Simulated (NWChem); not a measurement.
# Basis-set convergence for HBrSn

```xyz
3

Sn    -0.7246     0.7496     0.0000
H      0.5297     2.0531     0.0000
Br     1.0199    -1.1296     0.0000
```
Charge 0, spin multiplicity 1.

All runs are NWChem calculations. Structure: optimised with PBE/def2-SVP with def2 effective core potentials on Sn, a minimum by its harmonic frequencies.

Quantity: first vertical ionisation energy at the level G0W0@PBE.

Effective core potentials replace the inner electrons of Sn; spin-orbit coupling is left out. GW and range-separated runs recompute their integrals, the others keep them in memory, which bears on the times. The structure started from a generated list of species.

The cost column gives rough processor time relative to def2-SVP; each entry includes its own SCF.

Task: In def2-QZVP the value is 8.87 eV. Among def2-SVP, def2-SVPD, def2-TZVP, def2-TZVPP, def2-TZVPD, which is the smallest basis within 0.1 eV of it?

Result: No smaller set comes that close. def2-QZVP isn't the basis-set limit itself, and a small set can land close by cancellation.

```json
[
 {"basis": "def2-SVP", "functions": "63", "first vertical ionisation energy (eV)": "8.28", "relative cost": "1"},
 {"basis": "def2-SVPD", "functions": "81", "first vertical ionisation energy (eV)": "8.36", "relative cost": "under 3"},
 {"basis": "def2-TZVP", "functions": "104", "first vertical ionisation energy (eV)": "8.63", "relative cost": "3"},
 {"basis": "def2-TZVPP", "functions": "112", "first vertical ionisation energy (eV)": "8.68", "relative cost": "4"},
 {"basis": "def2-TZVPD", "functions": "122", "first vertical ionisation energy (eV)": "8.63", "relative cost": "4"},
 {"basis": "def2-QZVP", "functions": "187", "first vertical ionisation energy (eV)": "8.87", "relative cost": "30"}
]
```
